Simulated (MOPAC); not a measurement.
MOPAC input (PM3):

```
PM3 PRECISE GNORM=0.05 LET XYZ CHARGE=-1 GEO-OK AUX(PRECISION=9) THREADS=1
C4H3N2

C    -0.35735500 1   -1.44615700 1   -0.18651300 1
C    -1.28924800 1   -0.37269100 1   -0.07772700 1
C    -0.89589400 1    0.93961500 1    0.09323500 1
N     0.39376700 1    1.30026300 1    0.16949200 1
C     1.23866200 1    0.26872300 1    0.06370100 1
N     0.96423600 1   -1.01956100 1   -0.10136300 1
H    -2.35674900 1   -0.58826200 1   -0.13065700 1
H    -1.62454400 1    1.75173700 1    0.17495100 1
H     2.29828900 1    0.53466400 1    0.12262400 1
```

From the output:

```
                                                       MOPAC v23.2.5 Linux

          FINAL HEAT OF FORMATION =         46.90902 KCAL/MOL =     196.26735 KJ/MOL

          COSMO AREA              =        110.72 SQUARE ANGSTROMS
          COSMO VOLUME            =         98.53 CUBIC ANGSTROMS

          GRADIENT NORM           =          0.01539          =       0.00513 PER ATOM
          IONIZATION POTENTIAL    =          2.715618 EV
          HOMO LUMO ENERGIES (EV) =         -2.716  5.217
          NO. OF FILLED LEVELS    =         15
          MOLECULAR WEIGHT        =         79.0811         POINT GROUP:  Cs

          MOLECULAR DIMENSIONS (Angstroms)

            Atom       Atom       Distance
            H     9    H     7     4.87208
            H     8    C     1     3.42572
            C     3    N     6     0.00000

          SCF CALCULATIONS        =         29

   ATOM   CHEMICAL          X               Y               Z
  NUMBER   SYMBOL      (ANGSTROMS)     (ANGSTROMS)     (ANGSTROMS)

     1       C         -0.34726765  *  -1.40689102  *  -0.18143998  *
     2       C         -1.31078550  *  -0.37353763  *  -0.07836357  *
     3       C         -0.93151065  *   0.94228406  *   0.09267960  *
     4       N          0.39172859  *   1.28069795  *   0.16703872  *
     5       C          1.29089634  *   0.27149437  *   0.06533479  *
     6       N          0.95136044  *  -1.03492878  *  -0.10356944  *
     7       H         -2.36661276  *  -0.64671899  *  -0.13808316  *
     8       H         -1.62922183  *   1.78046269  *   0.17836398  *
     9       H          2.35058897  *   0.54321244  *   0.12497030  *

                             CARTESIAN COORDINATES

   1    C       -0.347267650    -1.406891022    -0.181439984
   2    C       -1.310785502    -0.373537634    -0.078363572
   3    C       -0.931510654     0.942284058     0.092679602
   4    N        0.391728588     1.280697954     0.167038720
   5    C        1.290896345     0.271494367     0.065334791
   6    N        0.951360443    -1.034928781    -0.103569441
   7    H       -2.366612764    -0.646718993    -0.138083164
   8    H       -1.629221832     1.780462689     0.178363984
   9    H        2.350588970     0.543212437     0.124970297

           Empirical Formula: C4 H3 N2  =     9 atoms

      MOLECULAR POINT GROUP   :   Cs

                  EIGENVALUES
 -32.02283 -23.91174 -22.42718 -16.69884 -15.94405 -12.11587 -11.94584 -10.22951
  -8.84495  -8.81583  -6.03730  -5.40410  -5.13810  -4.82254  -2.71562   5.21661
   5.49210   7.64610   7.89335   8.17685   8.59448   9.36644   9.74754  10.27172
  10.68340  11.03454  12.91943

              NET ATOMIC CHARGES AND DIPOLE CONTRIBUTIONS

  ATOM NO.   TYPE          CHARGE      No. of ELECS.   s-Pop       p-Pop
    1          C          -0.349762        4.3498     1.64922     2.70054
    2          C          -0.254752        4.2548     1.21331     3.04144
    3          C          -0.100721        4.1007     1.20106     2.89966
    4          N          -0.246896        5.2469     1.64739     3.59951
    5          C          -0.090571        4.0906     1.23852     2.85205
    6          N          -0.188117        5.1881     1.64934     3.53877
    7          H           0.077775        0.9222     0.92222
    8          H           0.071223        0.9288     0.92878
    9          H           0.081820        0.9182     0.91818
 DIPOLE           X         Y         Z       TOTAL
 POINT-CHG.     0.329     2.142     0.271     2.184
 HYBRID        -0.947     1.823     0.200     2.064
 SUM           -0.618     3.965     0.472     4.041

          ATOMIC ORBITAL ELECTRON POPULATIONS

     Atom    s        px        py        pz
    1  C   1.64922   0.85256   1.19576   0.65222
    2  C   1.21331   1.03091   0.95179   1.05873
    3  C   1.20106   0.94919   0.95676   0.99371
    4  N   1.64739   1.01430   1.35960   1.22561
    5  C   1.23852   0.96075   0.94100   0.95029
    6  N   1.64934   1.29332   1.11833   1.12712
    7  H   0.92222
    8  H   0.92878
    9  H   0.91818

 **********************
 *                    *
 * JOB ENDED NORMALLY *
 *                    *
 **********************

 == MOPAC DONE ==
```

The dipole moment of an ion depends on the origin.

The geometry given is a B3LYP-D3(BJ)/def2-TZVP minimum.
